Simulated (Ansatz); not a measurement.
Consider the formal exchange of groups at a C–S bond: `C[S][Al]([CH3])[Cl]` + `C[SiH](F)Br` → `C[Si](C)(F)Br` + `[CH3][Al]([SH])[Cl]`.

Calculated with Ansatz (gas phase, PBE0-D4/def2-TZVP geometries, no zero-point term in ΔE). CCSD(T)/CBS is the MP2 limit (def2-TZVPP, def2-QZVPP) plus CCSD(T) − MP2 in def2-TZVPP, frozen cores. DFT in def2-TZVPP. B3LYP here is the variant with VWN-RPA as its local correlation; programs differ in this. For Br outer-core shells are correlated without core-valence functions, which leaves a few kJ/mol of doubt a bond. Scalar relativity is left out up to krypton. One conformer a species, not always the lowest.

**Question.** Is it downhill or uphill in electronic energy at CCSD(T)/CBS, and by how much? (An estimate is asked.)

**Answer.** Computed: Downhill: ΔE = -74.5 kJ/mol.

**Question.** What do these levels give: r2SCAN-D4, B2PLYP, r2SCAN, PBE0, B3LYP, MP2/def2-TZVPP, CCSD/def2-TZVPP, CCSD(T)/def2-TZVPP, MP2/def2-QZVPP, SCS-MP2/def2-QZVPP, HF/CBS(def2), MP2/CBS(def2)? (Best estimate.)

**Answer.** Computed: r2SCAN-D4 -77.4, B2PLYP -73.0, r2SCAN -77.1, PBE0 -73.6, B3LYP -71.1, MP2/def2-TZVPP -76.8, CCSD/def2-TZVPP -77.1, CCSD(T)/def2-TZVPP -76.2, MP2/def2-QZVPP -75.6, SCS-MP2/def2-QZVPP -72.0, HF/CBS(def2) -71.4, MP2/CBS(def2) -75.1 kJ/mol.

Largest T1 diagnostic among the species: 0.010.

In def2-TZVPP, CCSD(T) changes the Hartree–Fock value by −4.0 kJ/mol (the triples alone add +0.9 kJ/mol) and MP2 by −4.6 kJ/mol.
